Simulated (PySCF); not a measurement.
trisilylamine (H9NSi3), SMILES [SiH3]N([SiH3])[SiH3]. Atoms are numbered in the order given.

```xyz
13

Si     0.2930     1.6645     0.4916
N      0.0132     0.0180    -0.0720
Si    -1.6267    -0.5166    -0.4347
Si     1.3299    -1.1532    -0.0358
H     -0.6901     2.5724    -0.1631
H      0.1337     1.7953     1.9718
H      1.6829     2.0672     0.1375
H     -2.3927     0.6264    -1.0058
H     -1.5638    -1.6365    -1.4151
H     -2.3506    -1.0011     0.7797
H      1.4667    -1.8164     1.2965
H      1.0663    -2.2077    -1.0546
H      2.6092    -0.4520    -0.3379
```

Geometry: B3LYP-D3(BJ)/def2-SVP. The geometry has at least one imaginary mode, so it is a saddle point at that level.

Two levels are set side by side: PBE/pcSseg-1 (PySCF) and B3LYP/pcSseg-1 (PySCF). GIAO shifts against NH3 (¹⁵N), TMS (²⁹Si), TMS (¹H) at the same level; non-relativistic, no solvent, atoms listed together averaged. Differences are taken from unrounded values.

| quantity | B3LYP | PBE | PBE minus B3LYP |
|---|---|---|---|
| δ(²⁹Si) of Si1, Si3, Si4 (ppm) | -42.4 | -38.6 | 3.7 |
| δ(¹⁵N) of N2 (ppm) | 0.7 | 3.0 | 2.3 |
| δ(¹H) of H5, H6, H7, H8, H9, H10, H11, H12, H13 (ppm) | 4.95 | 5.21 | 0.26 |

Rough cost on one machine, each run with all the roots and properties that it gave: B3LYP against PBE within a factor of 2.
